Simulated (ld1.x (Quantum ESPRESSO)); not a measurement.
**Ranking TM potentials for gadolinium (Gd)**

All share these settings but for the change named:

| Property | Result |
| --- | --- |
| Element | gadolinium |
| Generator | ld1.x (Quantum ESPRESSO) 7.5 |
| Type | norm-conserving Troullier–Martins (Kleinman–Bylander form) |
| Functional | PBEsol |
| Relativity | scalar-relativistic |
| Frozen core | [Kr] 4d10 4f7 |
| Valence charge | 11 |
| Reference configuration | 5s2 5p6 5d1 6s1.5 6p0 (charge +0.5) |
| Partial waves | 5p (bound): rc 1.50 bohr; 5d (bound): rc 2.05 bohr; 5s (bound): rc 1.45 bohr |
| Local potential | the s channel |
| Core correction | none |

Occupied shells without a wave of their own: 6s. They enter only through the test configuration that unscreens the potential.

Cutoff: the first of the cutoffs (Ry, on a coarse ladder) from which the occupation-weighted sum of valence levels, in a spherical-Bessel basis at the reference potential, stays within 10 and 1 mRy of its value at 400 Ry; the density cutoff is not measured.

The base gives 70 Ry.

Of 7 variants that were run, those that failed, showed a ghost or another fault, or gave nearly equal values are left out.

A variant can come out equal or close to the base.

Q: Rank these variants from softest to hardest (loose cutoff).
A. all radii scaled by about 0.96 (s 1.38, p 1.44, d 1.96 bohr)
B. all radii scaled by about 1.10 (s 1.60, p 1.66, d 2.26 bohr)
C. all radii scaled by about 0.76 (s 1.10, p 1.14, d 1.56 bohr)
D. all radii scaled by about 0.84 (s 1.22, p 1.26, d 1.72 bohr)

A: B (60 Ry), A (70 Ry), D (100 Ry), C (160 Ry).
